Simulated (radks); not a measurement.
Valence configurations of Zr I (all share [Kr]). Method: Dirac Kohn-Sham, PBE, spin-unpolarised, spherical densities, finite nucleus; open shells fill j = l - 1/2 first; Fermi nuclear charge, rms radius 4.2694 fm; computed with a radial shooting solver on a logarithmic mesh with Libxc functionals. Energies are relative to 4d2 5s2; eigenvalues in eV.

\begin{tabular}{lrrrr}
valence & E (eV) & e(4d3/2) & e(5p1/2) & e(5s1/2) \\ \hline
4d2 5s2 & 0.000 & -3.641 & - & -4.425 \\
4d2.5 5s1.5 & 0.489 & -2.938 & - & -4.100 \\
4d3 5s1 & 1.150 & -2.349 & - & -3.820 \\
4d1.5 5s2 5p0.5 & 1.263 & -4.965 & -2.006 & -5.134 \\
4d2 5s1.5 5p0.5 & 1.464 & -4.157 & -1.819 & -4.780 \\
4d4 & 2.854 & -1.533 & - & - \\
4d2 5s1 5p1 & 2.960 & -4.645 & -2.082 & -5.106 \\
4d1 5s2 5p1 & 2.972 & -6.348 & -2.459 & -5.825 \\
\end{tabular}

NIST lists [Kr] 4d2 5s2 as the ground configuration; this level of theory agrees among the configurations tried. The energies are those of spherical spin-averaged densities, not of single terms.
